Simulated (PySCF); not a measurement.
# Electron correlation in F (fluorine, neutral)

[He] 2s2 2p5, 2P determinant. Computed with PySCF 2.14 in x2c-TZVPPall, with scalar relativity by spin-free X2C-1e. Frozen: nothing; 9 electrons correlated.

MP2 pair energies summed by pair of shells (mhartree):

```json
{"pair": "2p-2p", "energy": "-121.97", "share (%)": "56.3"}
{"pair": "2s-2p", "energy": "-66.10", "share (%)": "30.5"}
{"pair": "1s-1s", "energy": "-12.04", "share (%)": "5.6"}
{"pair": "2s-2s", "energy": "-9.92", "share (%)": "4.6"}
{"pair": "1s-2p", "energy": "-4.56", "share (%)": "2.1"}
{"pair": "1s-2s", "energy": "-2.10", "share (%)": "1.0"}
```

Total MP2 correlation energy: -216.69 mhartree.

Same-spin part -50.11 and opposite-spin part -166.58 mhartree; SCS-MP2 scales them by 1/3 and 6/5 to -216.59 mhartree.

This basis was not built for core-valence correlation, so the inner-shell part is incomplete.
